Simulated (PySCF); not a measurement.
Hexafluorophosphate, PF6 (charge -1).
Cartesian coordinates in Å at the PBE0-D3(BJ)/def2-SVP level; atoms count from 1:
```
atom  x, y, z in Å
F1     0.5974    0.4114    1.4550
P2     0.0058   -0.0026   -0.0071
F3     1.4227   -0.7204   -0.3769
F4    -1.4108    0.7156    0.3632
F5     0.5563    1.4016   -0.6281
F6    -0.5441   -1.4067    0.6147
F7    -0.5873   -0.4167   -1.4686
```

Theory: PBE0-D3(BJ)/def2-SVP geometry optimisation, gas phase (PySCF 2.14.0).

(1) Which atoms are bound to P2, and at what distances?

(2) List the angles at P2.

(3) What is the shape at P2?

(4) What are the rotational constants (commonest isotopes, rigid rotor)?

## Answers

(1) 6 atoms: F7 1.631 Å, F1 1.631 Å, F4 1.631 Å, F3 1.631 Å, F5 1.631 Å, F6 1.631 Å.

(2) 
```json
{"angle": "F3–P2–F4", "degrees": "180.0", "distance of the outer atoms (Å)": "3.26"}
{"angle": "F5–P2–F6", "degrees": "180.0", "distance of the outer atoms (Å)": "3.26"}
{"angle": "F1–P2–F7", "degrees": "179.9", "distance of the outer atoms (Å)": "3.26"}
{"angle": "F3–P2–F7", "degrees": "90.1", "distance of the outer atoms (Å)": "2.31"}
{"angle": "F4–P2–F5", "degrees": "90.0", "distance of the outer atoms (Å)": "2.31"}
{"angle": "F6–P2–F7", "degrees": "90.0", "distance of the outer atoms (Å)": "2.31"}
{"angle": "F3–P2–F6", "degrees": "90.0", "distance of the outer atoms (Å)": "2.31"}
{"angle": "F1–P2–F5", "degrees": "90.0", "distance of the outer atoms (Å)": "2.31"}
{"angle": "F5–P2–F7", "degrees": "90.0", "distance of the outer atoms (Å)": "2.31"}
{"angle": "F1–P2–F3", "degrees": "90.0", "distance of the outer atoms (Å)": "2.31"}
{"angle": "F4–P2–F6", "degrees": "90.0", "distance of the outer atoms (Å)": "2.31"}
{"angle": "F1–P2–F4", "degrees": "90.0", "distance of the outer atoms (Å)": "2.31"}
{"angle": "F4–P2–F7", "degrees": "90.0", "distance of the outer atoms (Å)": "2.31"}
{"angle": "F3–P2–F5", "degrees": "90.0", "distance of the outer atoms (Å)": "2.31"}
{"angle": "F1–P2–F6", "degrees": "89.9", "distance of the outer atoms (Å)": "2.31"}
```

(3) Octahedral: the three widest angles are 180.0°, 180.0° and 179.9°, the others run from 89.9° to 90.1°.

(4) A = 2501, B = 2501, C = 2499 MHz: a spherical top.

Point group: Oh (tolerance 0.08 Å). Charge -1, singlet. The geometry's basis has no diffuse functions, a weakness for an anion. No PBE0-D3(BJ)/def2-SVP frequencies stand behind this structure, so it isn't proved a minimum.
